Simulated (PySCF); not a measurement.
HgCl2, SMILES [Cl][Hg][Cl]. Atoms are numbered in the order given.

```xyz
3

Hg     0.0000     0.0000     0.0000
Cl     0.0000     0.0000    -2.2848
Cl     0.0000     0.0000     2.2848
```

Coordinates come from a B3LYP-D3(BJ)/def2-TZVP optimisation. The isomer is the one that the SMILES or the coordinates give; other isomers of the formula were not compared. The def2 effective core potentials stand for the cores of Hg; spin–orbit coupling is left out.

Computed with M06-2X/def2-TZVPD (PySCF).

Mulliken values depend strongly on the basis, most of all with diffuse functions as here. ESP charges are fitted to the potential on shells at 1.4 to 2.0 van der Waals radii. Atomic charges (e):

```json
[
 {"atom": "Hg1", "ESP fit": "…", "Mulliken": "0.97"},
 {"atom": "Cl2", "ESP fit": "…", "Mulliken": "-0.48"},
 {"atom": "Cl3", "ESP fit": "…", "Mulliken": "-0.48"}
]
```

Q: Complete the blanks. (Estimate from the structure and the level; the computed values follow.)

A: 
- Hg1, ESP fit: 0.62
- Cl2, ESP fit: -0.31
- Cl3, ESP fit: -0.31
